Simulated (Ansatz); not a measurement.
One change: `BrC[SiH2]Br` becomes `FC[SiH2]Br`.

Ansatz, PBE0-D4/def2-TZVP geometries, multiplicity 1. Each molecule was computed in one conformer, which needn't be the lowest.

Scalar relativity is left out up to krypton.

```tsv
property	`BrC[SiH2]Br`
LUMO energy (PBE0/def2-TZVPP) / eV	-0.71
size of the dipole moment (ωB97M-V/def2-TZVPP) / D	0.56
HOMO energy (PBE/def2-TZVPP) / eV	-6.83
HOMO–LUMO gap (PBE/def2-TZVPP) / eV	5.14
HOMO energy (ωB97M-V/def2-TZVPP) / eV	-10.27
LUMO energy (PBE/def2-TZVPP) / eV	-1.69
```

Question: Give the same properties after the change, and the shifts. (An estimate is asked.)

Answer: The calculation gave: 
```csv
property,`FC[SiH2]Br`,shift
LUMO energy (PBE0/def2-TZVPP) / eV,-0.42,0.29
size of the dipole moment (ωB97M-V/def2-TZVPP) / D,0.31,-0.25
HOMO energy (PBE/def2-TZVPP) / eV,-7.12,-0.29
HOMO–LUMO gap (PBE/def2-TZVPP) / eV,5.77,0.63
HOMO energy (ωB97M-V/def2-TZVPP) / eV,-10.70,-0.43
LUMO energy (PBE/def2-TZVPP) / eV,-1.35,0.34
```

With PBE0 the HOMO falls by 0.39 eV and the LUMO rises by 0.29 eV, so the gap widens by about 0.68 eV. PBE moves the HOMO by -0.29 eV and ωB97M-V by -0.43 eV. Dipoles are sizes alone; their direction can turn.

Spin–orbit coupling is left out; it splits and shifts lone-pair levels of the heavy atoms by tenths of an eV.
